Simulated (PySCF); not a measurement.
## Stretching CsC

Set-up: basis Cs def2-TZVP with ECP46, C def2-TZVP; scalar-relativistic core potentials; PySCF 2.14. Energies in eV from Cs + C in their ground configurations at the same level. State: ⁴Σ⁻ (quartet), unpaired electrons σ ↑, π ↑↑.

All columns are TPSSh. A positive dipole means Cs(−)C(+).

```csv
R (Å),E (eV),μ (D),Mulliken charge on Cs (basis-dependent),HOMO (eV),LUMO (eV),Mayer bond order,⟨S²⟩
2.366,-1.981,-6.85,0.70,-3.43,-1.06,0.54,3.76
2.476,-2.229,-7.48,0.71,-3.47,-1.11,0.52,3.75
2.586,-2.371,-8.08,0.71,-3.46,-1.17,0.51,3.75
2.668,-2.425,-8.51,0.71,-3.45,-1.22,0.51,3.75
2.751,-2.444,-8.93,0.71,-3.42,-1.27,0.51,3.75
2.833,-2.436,-9.33,0.71,-3.36,-1.31,0.51,3.75
2.944,-2.395,-9.84,0.71,-3.25,-1.38,0.52,3.75
3.081,-2.310,-10.43,0.70,-3.12,-1.46,0.53,3.75
3.246,-2.180,-11.07,0.69,-3.00,-1.54,0.55,3.75
3.466,-1.988,-11.78,0.68,-2.89,-1.65,0.57,3.75
```

A fit through these points gives, at Re = 2.765 Å, μ = -9.00 D and dμ/dR = -4.92 D/Å; the reduced mass is 11.01 u.

How strong is the fundamental in the double-harmonic approximation, I = 42.26·(dμ/dR)²/μred km/mol?

I = 42.26·(-4.92)²/11.01 = 92.9 km/mol at TPSSh.

These are scalar-relativistic numbers at best; spin–orbit coupling would shift them, the dissociation energy most. The state is the lowest determinant that a PBE0 search found; another state may lie lower at other levels.
